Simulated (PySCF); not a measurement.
An element was calculated at PBE0 (PySCF 2.14, non-relativistic, a double-zeta basis, no spin-orbit coupling), in the ground configurations that NIST lists.

* first ionisation energy: 12.535 eV
* second ionisation energy: 21.091 eV
* third ionisation energy: 30.282 eV
* polarisability of the atom: 26.0 bohr³

Question: Which element is it?

Answer: Xenon (Xe, Z = 54), in dyall-av2z. NIST lists 12.130, 20.975, 31.05 ± 0.04 eV for these ionisation energies.
